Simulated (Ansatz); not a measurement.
Reaction (formal hydrolysis of a C–C bond): `N#CCB(N)O` + H₂O → `NB(O)CO` + `C#N`

Gas-phase electronic energies from Ansatz, PBE0-D4/def2-TZVP geometries. CBS: MP2 limit from def2 TZ/QZ plus the TZ coupled-cluster correction, frozen cores. This one scheme is used for every species. DFT in def2-TZVPP. One conformer a species, not always the lowest.

```csv
level,ΔE (kJ/mol)
PBE-QIDH,117.4
SCS-MP2/def2-QZVPP,113.2
```

What does CCSD(T)/CBS give? (Estimate.)

The calculation gave: +112.1 kJ/mol. The listed levels differ from it by 5.3, 1.1 kJ/mol.

Largest T1 diagnostic among the species: 0.014.

Leaving LDA and LC-ωPBE aside and taking each functional with its dispersion term where it has one, the values, not all of them listed here, spread over 10.6 kJ/mol, from BLYP-D4 to PBE-QIDH. LDA lies +4.7 kJ/mol from PBE without D4. In def2-TZVPP, CCSD(T) changes the Hartree–Fock value by +5.8 kJ/mol (the triples alone add +1.0 kJ/mol) and MP2 by +15.4 kJ/mol.

CCSD(T)/CBS has its own doubt, a few kJ/mol and more with outer-core shells, so smaller differences from it don't rank the levels.
